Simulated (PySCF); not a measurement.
Species: C7H11ClN2.
Atom-mapped SMILES: `[CH3:1][CH2:2][CH2:3][c:4]1[cH:5][c:6]([Cl:7])[n:8]([CH3:9])[n:10]1`

Structure used (GFN2-xTB), in Å, numbered top down from 1:
```
atom  x, y, z in Å
C1     2.4480   -0.2835    1.0151
C2     2.3927    0.3872   -0.3507
C3     1.1630    1.2926   -0.4881
C4    -0.1040    0.5129   -0.4174
C5    -0.5848   -0.4321   -1.3432
C6    -1.7701   -0.8657   -0.7942
Cl7   -2.9107   -2.0087   -1.3516
N8    -1.9502   -0.2083    0.3720
C9    -3.0464   -0.3253    1.2883
N10   -0.9399    0.6278    0.6011
H11    1.5573   -0.8857    1.1766
H12    3.3213   -0.9274    1.0919
H13    2.4978    0.4642    1.8029
H14    3.2922    0.9881   -0.5003
H15    2.3656   -0.3762   -1.1310
H16    1.2078    1.8186   -1.4449
H17    1.1549    2.0286    0.3164
H18   -0.1411   -0.7433   -2.2651
H19   -3.1552   -1.3581    1.6228
H20   -3.9776   -0.0066    0.8160
H21   -2.8294    0.3178    2.1376
```

Definitions: NICS(0) = −σiso at the ring centroid; NICS(1) = −σiso and NICS(1)zz = −σzz at ±1 Å along the ring normal z. Level: GIAO PBE0/pcSseg-1 (PySCF, non-relativistic, gas phase) on the GFN2-xTB geometry, one conformer.

Ring bond lengths (Å), with Mayer bond orders in brackets: C4–C5 1.408 (1.27), C5–C6 1.376 (1.39), C6–N8 1.351 (1.09), N8–N10 1.331 (1.20), N10–C4 1.323 (1.49).

Task: What do the NICS probes read (ppm)?

Result: 
```tsv
ring	type	NICS(0)	NICS(1), two faces	NICS(1)zz, two faces	rms pucker (Å)	centre to ring atoms, mean (Å)
C4–C5–C6–N8–N10	5-membered ring with 2 N; formal bonds all aromatic	-12.4	-10.7 / -10.9	-26.3 / -27.0	0.00	1.15
```

Task: What can be read from them?

Result: 
- C4–C5–C6–N8–N10: mean NICS(1)zz -26.6 ppm, shielded. For a flat ring without four-coordinate atoms the NICS criterion counts such a value as aromatic.

Task: And the bond-length index? Use HOMA with the parameters of Krygowski (1993).

Result: 
- C4–C5–C6–N8–N10: HOMA 0.95; the largest term is that of C4–C5, α(R − Ropt)² = 0.10. The geometric and the magnetic index point the same way.

Task: At the first NICS(1) probe listed for ring C4–C5–C6–N8–N10, 1 Å off the ring, how large is the induced field along the normal in 9.4 T applied along it?

Result: NICSzz × B0 = -26.3 ppm × 9.4 T = -247 μT, against the applied field.

Task: How shielded are the nuclei of the rings and their hydrogens (means over atoms taken as equivalent)?

Result: 
| atoms | environment | σ isotropic (ppm) | principal values of the symmetric part, first atom (ppm) |
| --- | --- | --- | --- |
| C4 | substituted aromatic carbon | 31.2 | -42.9, 6.3, 130.3 |
| C5 | aromatic CH carbon | 78.1 | 9.6, 75.7, 148.9 |
| C6 | aromatic C–Cl carbon | 50.6 | -23.8, 78.0, 97.6 |
| N8 | pyrrole-type nitrogen | 48.4 | -59.9, 86.9, 118.3 |
| N10 | pyridine-type nitrogen | -77.4 | -275.0, -78.8, 121.7 |
| H18 | aromatic hydrogen | 25.58 | 22.1, 25.6, 29.0 |
